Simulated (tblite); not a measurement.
C3H6FO4S (charge -1).
SMILES with atom numbers: `[CH3:1][O:2][C@@:3]([CH3:4])([F:5])[S:6](=[O:7])(=[O:8])[O-:9]` (hydrogens: H10, H11, H12 on C1; H13, H14, H15 on C4)

Cartesian coordinates in Å at the GFN2-xTB level; atoms count from 1:
```xyz
15
C3H6FO4S angstrom
C     -1.9164    0.5710    0.0084
O     -1.0769   -0.4186    0.5847
C      0.1206   -0.6033   -0.0553
C      1.1312   -1.2433    0.8581
F     -0.0955   -1.4265   -1.1717
S      0.9046    0.9674   -0.6901
O      0.8015    1.8560    0.4646
O      2.2681    0.5704   -1.0109
O      0.1239    1.4017   -1.8387
H     -2.8460    0.5314    0.5771
H     -2.1030    0.3567   -1.0459
H     -1.4500    1.5528    0.0909
H      2.0276   -1.4356    0.2757
H      0.7464   -2.1606    1.3036
H      1.3595   -0.5115    1.6275
```

Computed with GFN2-xTB (tblite): harmonic, unscaled wavenumbers at the GFN2-xTB geometry, gas phase. This tight-binding method is rough: wavenumbers can miss measured ones by several per cent, in bad cases by 10 to 20. One conformer, not necessarily the lowest.

Harmonic wavenumbers (cm⁻¹): 77.8, 103.0, 135.1, 160.6, 173.3, 206.4, 274.8, 280.3, 306.2, 352.0, 388.3, 478.1, 493.6, 525.7, 553.0, 640.8, 841.4, 901.4, 986.0, 1057.3, 1085.5, 1123.9, 1128.7, 1161.2, 1166.6, 1201.5, 1225.8, 1361.2, 1393.5, 1443.2, 1449.6, 1464.9, 1478.0, 2972.2, 2986.8, 2988.8, 3000.6, 3051.6, 3052.7.

A = 1920, B = 1492, C = 1249 MHz; mass 156.997 u (most abundant isotopes); point group C1, symmetry number 1.

Q: What is the zero-point energy?

A: Half the sum of the wavenumbers: 21836 cm⁻¹ = 261.21 kJ/mol.

Q: Entropy at 200 K, 1 bar (ideal gas, RRHO, classical rotation)?

A: Translation 163.62, rotation 115.88, vibration 73.86: S = 353.4 J/(mol K).

Q: And Cp and H(200 K) − H(0)?

A: Cp = 122.68 J/(mol K), of which vibrations give 89.42 (their classical limit is 39 R = 324.3); H(200 K) − H(0) = 15.40 kJ/mol without the zero-point energy, 8.75 from vibrations.

Q: Blend soft modes into free rotors: weight 1/[1 + (100 cm⁻¹/ν̃)⁴] for the oscillator and the rest for a rotor with moment μB/(μ + B), μ = h/(8π²ν), B = 10⁻⁴⁴ kg m². What vibrational entropy results?

A: 72.53 J/(mol K) in place of 73.86, which changes −T·S at 200 K by +0.27 kJ/mol.

Q: Which modes carry the vibrational entropy at 200 K?

A: 77.8 cm⁻¹: 13.25; 103.0 cm⁻¹: 10.99; 135.1 cm⁻¹: 8.87; 160.6 cm⁻¹: 7.56; 173.3 cm⁻¹: 7.00; 206.4 cm⁻¹: 5.75 J/(mol K); the other 33 give 20.44 together.

Hindered rotation and anharmonicity are outside this model. Other conformers, if any are populated, would add a mixing term that is left out. The structure is chiral; the term R ln 2 for an equal mix with its mirror image is left out.
